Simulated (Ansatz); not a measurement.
This geometry of AlF₂H₄NO (9 atoms, charge 0, multiplicity 1) is a first-order saddle point.

Level of theory: RHF/6-31G* in Ansatz 0.2.0.

```xyz
9
Properties=species:S:1:pos:R:3
Al 0.069 0.362 0.059
O -0.205 -0.012 1.867
H -0.980 -0.416 2.237
F 1.483 -0.230 -0.522
F -1.306 0.059 -0.788
N 0.140 2.087 0.858
H 1.015 2.569 0.947
H -0.571 2.762 0.644
H -0.148 1.146 1.836
```

Q: Which two structures does it join? (They come from a converged band through this point; their orientation in space is the band's.)

A: Bonds broken: N6–H9. Bonds formed: O2–H9.

Initial state:

```xyz
9
Properties=species:S:1:pos:R:3
Al -0.102 0.215 0.347
O -0.503 -0.381 1.898
H -0.729 -1.277 2.089
F 1.379 -0.152 -0.287
F -1.297 0.342 -0.787
N 0.156 2.146 0.889
H 1.079 2.476 0.663
H -0.514 2.749 0.442
H 0.028 2.208 1.885
```

Final state:

```xyz
9
Properties=species:S:1:pos:R:3
Al 0.103 0.569 0.129
O -0.239 -0.103 1.964
H -1.032 -0.627 2.036
F 1.456 -0.252 -0.320
F -1.333 0.008 -0.474
N 0.237 2.316 0.512
H 1.113 2.796 0.468
H -0.494 2.961 0.290
H -0.314 0.657 2.536
```

Q: How far does it lie above each of them?

A: 37.0 kcal/mol above the first and 12.0 kcal/mol above the second. This is the barrier of this one path; another mechanism may lie lower. The orbitals stay closed-shell, which can raise the energy where a bond breaks towards radicals; this wasn't checked here.

Time of the run: 2.9 min on 1 thread of Arm Neoverse V1, on a shared host, peak memory 0.17 GiB.
